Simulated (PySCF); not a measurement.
PySCF input file for C₂H₆GeO₂, SMILES C=C[O][GeH2][OH], PBE/pcSseg-1. The structure is a stationary point at r2SCAN-D4/def2-SVP. This is a generated structure with no PubChem entry under its InChIKey; it may be hypothetical. The values are those of a single conformer.

```python
import numpy as np
from pyscf import gto, scf, dft
from pyscf.prop.nmr import rks as nmr

mol = gto.M(
    atom='''
    C    -2.85256162    0.50946362   -1.06892451
    C    -1.73752604   -0.06886295   -0.60810185
    O    -0.80982278    0.60145999    0.12231855
    Ge    0.75779891   -0.15471201    0.56720877
    O     1.76239074   -0.32793921   -0.88267263
    H    -3.05675366    1.56652657   -0.87944189
    H    -3.57220694   -0.08015805   -1.63882213
    H    -1.52818604   -1.13399307   -0.80009191
    H     0.52366207   -1.59211467    1.03121083
    H     1.33477939    0.83728699    1.57735341
    H     1.96912234    0.52146639   -1.29589789
    ''',
    basis='pcSseg-1',
    charge=0,
    spin=0,
    max_memory=1600,
    verbose=3,
)
mf = dft.RKS(mol, xc='pbe')
mf.grids.level = 3
mf.conv_tol = 1e-10
mf.max_cycle = 100
mf.kernel()
n = nmr.NMR(mf)
n.verbose = 2
n.max_cycle_cphf = 60
sigma = n.kernel()
print('atom   isotropic/ppm   span/ppm')
for i, s in enumerate(sigma):
    w = np.linalg.eigvalsh((s + s.T) / 2)
    print(f'{mol.atom_symbol(i):2s}{i + 1:3d} {w.mean():14.3f} {w[2] - w[0]:11.3f}')
```

Log of the run:

```
converged SCF energy = -2306.46988386176
atom   isotropic/ppm   span/ppm
C   1         84.825     165.753
C   2         23.658     173.167
O   3        144.975     197.476
Ge  4       1253.943     106.024
O   5        266.751     108.772
H   6         26.482       7.143
H   7         26.931       5.337
H   8         24.352       7.923
H   9         25.759      16.892
H  10         25.528      17.871
H  11         29.878      19.605
```

Self-consistency was reached.

Cost: very roughly 26 core-seconds.
